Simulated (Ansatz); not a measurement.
Mulliken charges of `O=[C]1[CH2][AlH]1` from r2SCAN/def2-TZVPP in Ansatz (PBE0-D4/def2-TZVP geometry).

```json
{"atom": "O1", "x (Å)": "-0.551", "y (Å)": "-1.881", "z (Å)": "1.077", "charge (e)": "-0.280"}
{"atom": "C2", "x (Å)": "-0.152", "y (Å)": "-1.022", "z (Å)": "0.351", "charge (e)": "0.014"}
{"atom": "C3", "x (Å)": "0.337", "y (Å)": "0.342", "z (Å)": "0.588", "charge (e)": "-0.170"}
{"atom": "Al4", "x (Å)": "-0.480", "y (Å)": "0.149", "z (Å)": "-1.206", "charge (e)": "0.356"}
{"atom": "H5", "x (Å)": "1.279", "y (Å)": "0.471", "z (Å)": "0.012", "charge (e)": "0.114"}
{"atom": "H6", "x (Å)": "0.403", "y (Å)": "0.780", "z (Å)": "1.584", "charge (e)": "0.060"}
{"atom": "H7", "x (Å)": "-0.775", "y (Å)": "1.093", "z (Å)": "-2.451", "charge (e)": "-0.093"}
```

Problem. By hand: the dipole of these point charges (1 e Å = 4.8032 D).

Solution. Σ q r = (0.166, 0.506, -0.502) e Å, of length 0.732 e Å = 3.52 D.

Problem. How does the dipole of the full density compare? (Best estimate.)

Solution. Ansatz gave: (0.123, 0.547, -0.376) e Å, 3.24 D; the point charges give 1.09 times that, at 10° from its direction.

Point charges leave out the atoms' own dipoles, such as those of lone pairs, and Mulliken's split depends on the basis, so the close match here is no proof of good charges.
